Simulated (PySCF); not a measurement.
## Working out the ionisation energy of Mo

Mo [Kr] 4d5 5s1 (7S) → Mo⁺ [Kr] 4d5 (6S). All numbers are calculated (PySCF 2.14, scalar relativity by spin-free X2C-1e, in x2c-SVPall (6s5p5d1f, 53 functions)). Frozen: [Kr]. Energies in hartree (1 hartree = 27.21139 eV):

```csv
part,Mo (lower),Mo⁺ (upper)
UHF,-4045.825220,-4045.594871
MP2 opposite-spin,0.000000,0.000000
MP2 same-spin,-0.059959,-0.046680
```

Problem. What does Hartree-Fock give?

Solution. (-4045.594871) − (-4045.825220) = 0.230349 hartree = 6.268 eV.

Problem. What do MP2 and SCS-MP2 (6/5 opposite-spin, 1/3 same-spin) give?

Solution. The opposite-spin parts differ by 0.000 eV and the same-spin parts by 0.361 eV. MP2: 6.268 + (0.000) + (0.361) = 6.629 eV. SCS-MP2: 6.268 + 1.2 × (0.000) + (0.361)/3 = 6.388 eV.

Measured between the centres of the two terms (NIST): 7.092 eV, so MP2 (valence) is off by -0.463 eV.

A double-zeta basis recovers only part of the correlation energy.

What remains against the reference includes basis incompleteness, the frozen core and correlation beyond second order.
